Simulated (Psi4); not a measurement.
I3Sn, charge +1, singlet, at a GFN2-xTB geometry (such geometries of metal compounds can be far from the true shape) (core potentials on I, Sn), with bond 4-1 at 1.6 times its length; CAM-B3LYP/def2-SV(P) (Psi4).

The Psi4 input:
```
memory 2 GB

molecule mol {
1 1
  Sn   -0.000000   -0.000000    0.000000
  I     2.549219   -0.480317   -0.785317
  I    -0.978305   -1.190664    2.229615
  I    -2.513462    2.673570   -2.310877
}

set basis def2-sv(p)
set reference rks
set guess core

energy('cam-b3lyp')
print_variables()
```

The log (banner, timings and long lists left out):

```
   => Loading Basis Set <=

    Name: DEF2-SV(P)
    Role: ORBITAL
    Keyword: BASIS

    !!!  WARNING: ECP capability is in beta. Please check occupations closely.  !!!

         ---------------------------------------------------------
                                   SCF
               by Justin Turney, Rob Parrish, Andy Simmonett
                          and Daniel G. A. Smith
                              RKS Reference
         ---------------------------------------------------------

  ==> Geometry <==

    Molecular point group: c1
    Full point group: C1

    Geometry (in Angstrom), charge = 1, multiplicity = 1:

       Center              X                  Y                   Z               Mass
    ------------   -----------------  -----------------  -----------------  -----------------
         SN           0.238932929856    -0.254153133009     0.219675029199   119.902201630000
         I            2.788151929856    -0.734470133009    -0.565641970801   126.904471900000
         I           -0.739372070144    -1.444817133009     2.449290029199   126.904471900000
         I           -2.274529070144     2.419416866991    -2.091201970801   126.904471900000

  Running in c1 symmetry.

  Rotational constants: A =      0.01206  B =      0.00609  C =      0.00405 [cm^-1]
  Rotational constants: A =    361.41101  B =    182.60819  C =    121.31302 [MHz]
  Nuclear repulsion =  459.774939505084774

  Charge       = 1
  Multiplicity = 1
  Electrons    = 96
  Nalpha       = 48
  Nbeta        = 48

  ==> Algorithm <==

  SCF Algorithm Type is DF.
  DIIS enabled.
  MOM disabled.
  Fractional occupation disabled.
  Guess Type is CORE.
  Energy threshold   = 1.00e-06
  Density threshold  = 1.00e-06
  Integral threshold = 1.00e-12

  ==> Primary Basis <==

  Basis Set: DEF2-SV(P)
    Blend: DEF2-SV(P)
    Number of shells: 40
    Number of basis functions: 104
    Number of Cartesian functions: 112
    Spherical Harmonics?: true
    Max angular momentum: 2

  Core potential: DEF2-SV(P)
    Number of shells: 16
    Number of ECP primitives: 105
    Number of ECP core electrons: 112
    Max angular momentum: 3

  ==> DFT Potential <==

   => LibXC <=

    Version 7.1.2
    S. Lehtola, C. Steigemann, M. J. T. Oliveira, and M. A. L. Marques,  SoftwareX 7, 1–5 (2018) (10.1016/j.softx.2017.11.002)

   => Composite Functional: CAM-B3LYP <=

    CAM-B3LYP Hyb-GGA Exchange-Correlation Functional

    T. Yanai, D. P. Tew, and N. C. Handy,  Chem. Phys. Lett. 393, 51 (2004) (10.1016/j.cplett.2004.06.011)

    Deriv               =              1
    GGA                 =           TRUE
    Meta                =          FALSE

    Exchange Hybrid     =           TRUE
    MP2 Hybrid          =          FALSE

   => Exchange Functionals <=

    0.3500         Becke 88 [omega = 0.3300]
    0.4600   Short-range recipe for B88 functional - erf [omega = 0.3300]

   => Exact (HF) Exchange <=

    0.4600            HF,LR [omega = 0.3300]
    0.1900               HF

   => Correlation Functionals <=

    0.1900   Vosko, Wilk & Nusair (VWN5)
    0.8100   Lee, Yang & Parr

   => LibXC Density Thresholds  <==

    XC_HYB_GGA_XC_CAM_B3LYP:  1.00E-14

   => Molecular Quadrature <=

    Radial Scheme          =       TREUTLER
    Pruning Scheme         =           NONE
    Nuclear Scheme         =       TREUTLER

    Blocking Scheme        =         OCTREE
    BS radius alpha        =              1
    Pruning alpha          =              1
    Radial Points          =             75
    Spherical Points       =            302
    Total Points           =          82402
    Total Blocks           =            742
    Max Points             =            256
    Max Functions          =             91
    Weights Tolerance      =       1.00E-15

   => Loading Basis Set <=

    Name: (DEF2-SV(P) AUX)
    Role: JKFIT
    Keyword: DF_BASIS_SCF

  ==> Integral Setup <==

  SCF_SUBTYPE=INCORE selected. In-core MEM_DF algorithm will be used.
[...]
   @DF-RKS iter  26: -1106.97125029255039   -5.66984e-02   2.78156e-03 ADIIS/DIIS
   @DF-RKS iter  27: -1106.97913774072458   -7.88745e-03   2.73629e-03 ADIIS/DIIS
   @DF-RKS iter  28: -1106.97381647798284    5.32126e-03   2.78965e-03 ADIIS/DIIS
   @DF-RKS iter  29: -1106.99119246220448   -1.73760e-02   2.60104e-03 ADIIS/DIIS
   @DF-RKS iter  30: -1106.99598318220978   -4.79072e-03   2.54026e-03 ADIIS/DIIS
   @DF-RKS iter  31: -1107.05093362990078   -5.49504e-02   1.71965e-03 ADIIS/DIIS
   @DF-RKS iter  32: -1107.08620279593902   -3.52692e-02   7.29212e-04 ADIIS/DIIS
   @DF-RKS iter  33: -1107.09562339463128   -9.42060e-03   2.06426e-04 ADIIS/DIIS
   @DF-RKS iter  34: -1107.09850676731457   -2.88337e-03   1.27425e-04 ADIIS/DIIS
   @DF-RKS iter  35: -1107.10105164325410   -2.54488e-03   8.19829e-05 DIIS
   @DF-RKS iter  36: -1107.10266320387677   -1.61156e-03   7.70666e-05 DIIS
   @DF-RKS iter  37: -1107.10435209716934   -1.68889e-03   2.92348e-04 ADIIS/DIIS
   @DF-RKS iter  38: -1107.10588367126252   -1.53157e-03   5.30059e-05 DIIS
   @DF-RKS iter  39: -1107.10695874347471   -1.07507e-03   9.88306e-05 DIIS
   @DF-RKS iter  40: -1107.10610272397662    8.56019e-04   3.06242e-04 ADIIS/DIIS
   @DF-RKS iter  41: -1107.10658245929972   -4.79735e-04   2.57690e-04 ADIIS/DIIS
   @DF-RKS iter  42: -1107.10719687252231   -6.14413e-04   1.97416e-04 ADIIS/DIIS
   @DF-RKS iter  43: -1107.10764291170449   -4.46039e-04   1.62758e-04 ADIIS/DIIS
   @DF-RKS iter  44: -1107.10752885802412    1.14054e-04   1.86379e-04 ADIIS/DIIS
   @DF-RKS iter  45: -1107.10746065687636    6.82011e-05   1.95511e-04 ADIIS/DIIS
   @DF-RKS iter  46: -1107.10776974984356   -3.09093e-04   1.51362e-04 ADIIS/DIIS
   @DF-RKS iter  47: -1107.10822004319607   -4.50293e-04   2.43708e-05 DIIS
   @DF-RKS iter  48: -1107.10821593508717    4.10811e-06   3.50870e-05 DIIS
   @DF-RKS iter  49: -1107.10823932713424   -2.33920e-05   2.12843e-06 DIIS
   @DF-RKS iter  50: -1107.10823943239416   -1.05260e-07   3.70800e-07 DIIS
  Energy and wave function converged.

  ==> Post-Iterations <==

   Electrons on quadrature grid:
      Ntotal   =   96.0000017964 ; deviation = 1.796e-06

    Orbital Energies [Eh]
    ---------------------

    Doubly Occupied:

[...]
    Virtual:

[...]
    Final Occupation by Irrep:
              A
    DOCC [    48 ]
    NA   [    48 ]
    NB   [    48 ]

  @DF-RKS Final Energy: -1107.10823943239416

   => Energetics <=

    Nuclear Repulsion Energy =            459.7749395050847738
    One-Electron Energy =               -2830.8357985838565583
    Two-Electron Energy =                1325.4624239373029013
    DFT Exchange-Correlation Energy =     -61.5098042909252101
    Empirical Dispersion Energy =           0.0000000000000000
    VV10 Nonlocal Energy =                  0.0000000000000000
    Total Energy =                      -1107.1082394323941571

Computation Completed

Properties will be evaluated at   0.000000,   0.000000,   0.000000 [a0]

Properties computed using the SCF density matrix

 Multipole Moments:

 ------------------------------------------------------------------------------------
     Multipole            Electronic (a.u.)      Nuclear  (a.u.)        Total (a.u.)
 ------------------------------------------------------------------------------------

 L = 1.  Multiply by 2.5417464519 to convert [e a0] to [Debye]
 Dipole X            :          0.7056391           -0.7317129           -0.0260738
 Dipole Y            :         -0.7506363            0.7783236            0.0276873
 Dipole Z            :          0.6488314           -0.6727371           -0.0239058
 Magnitude           :                                                    0.0449212

 ------------------------------------------------------------------------------------

  Variable Map:
  ----------------------------------------------------------------------------
[...]
  Array Variable Map:
  ----------------------------------------------------------------------------
[...]
[...]
```
